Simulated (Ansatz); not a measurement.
System: Be$_{2}$F$_{2}$, net charge 0, singlet state. SMILES: [F][Be][Be][F]
Coordinates optimised at B3LYP-D3(BJ)/def2-TZVP (Ansatz, a first-principles code):
```xyz
4

F      0.0000     0.0000    -2.3946
Be     0.0000     0.0000    -1.0211
Be     0.0000     0.0000     1.0211
F      0.0000     0.0000     2.3946
```

Property: vertical triplet-singlet gap, E(triplet) - E(singlet), in eV. Conventions: each state is the SCF solution reached for its charge and spin; six Cartesian d functions in 6-31G* and its kin unless marked 5d; dispersion terms only where a functional's name holds one; no spin-orbit coupling; non-relativistic; UHF or UKS for open shells; 6-311+G** with 5d. First-principles rows: single points at B3LYP-D3(BJ) geometries (Ansatz). Levels can end on unlike triplets.

| level | program | vertical triplet-singlet gap, E(triplet) - E(singlet) (eV) |
|---|---|---|
| B3LYP/STO-3G | Ansatz | 5.02 |
| B3LYP/3-21G | Ansatz | 4.70 |
| B3LYP/6-31G* | Ansatz | 4.36 |
| B3LYP/6-311+G** | Ansatz | 4.15 |
| B3LYP/def2-TZVPD | Ansatz | 4.17 |

No value to compare with is used here. The 4 habitual levels span 4.15 (B3LYP/6-311+G**) to 5.02 eV (B3LYP/STO-3G); B3LYP/def2-TZVPD gives 4.17.

The sets are all those run for this method; left out are runs that failed, that the program found above a lower state of the same kind, or whose <S^2> lies over 0.5 above the pure value.
